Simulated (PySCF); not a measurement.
Bonds (- single, = double, # triple, : aromatic): C1-C2 1.525 Å, C2-C3 1.485 Å, C3-F4 1.339 Å, C3=C5 1.332 Å, C5-F6 1.309 Å, C5-F7 1.315 Å. C1 carries H8, H9, H10; C2 carries H11, H12.

Geometry: PBE0-D3(BJ)/def2-SVP; GIAO shifts from PySCF 2.14.0 with density-fitted response routines, gas phase, non-relativistic, averaged over equivalent atoms.

At PBE0/STO-3G (40 basis functions, 5.9 s wall time on 1 thread of an Arm Neoverse N1, shared host):
| atoms | δ (ppm) |
| --- | --- |
| C5 | 119.5 |
| C3 | 103.1 |
| C2 | 23.7 |
| C1 | 18.8 |
| F6 | -47.9 |
| F7 | -53.2 |
| F4 | -76.5 |
| H11/H12 | 1.39 |
| H8/H9/H10 | 0.82 |

δ = σ(ref) − σ, references computed at the same level: TMS for $^{13}$C (σ = 234.69 ppm) and $^{1}$H (σ = 32.60 ppm); CFCl3 for $^{19}$F (σ = 304.40 ppm).

What do these become at wB97X-D/pcSseg-1?

Answers


```
    atoms  δ at wB97X-D/pcSseg-1  change
       C5                  162.5   +43.0
       C3                  136.2   +33.1
       C2                   22.0    -1.7
       C1                   12.8    -6.0
       F6                 -103.9   -56.0
       F7                 -122.0   -68.8
       F4                 -187.2  -110.7
  H11/H12                   2.17   +0.78
H8/H9/H10                   1.21   +0.39
```

Scale: $^{13}$C (σref 184.54) and $^{1}$H (σref 31.38) against TMS; CFCl3 for $^{19}$F (σref 187.16) (reference shieldings calculated alike).

The largest change is at F4 (vinylic fluorine). Cost: 144 basis functions, 27 s wall time on 1 thread of an Arm Neoverse N1, shared host. The order of the carbon signals is the same at both levels.

Unscaled 19F shifts against computed CFCl3 carry errors that often reach 10 to 50 ppm.
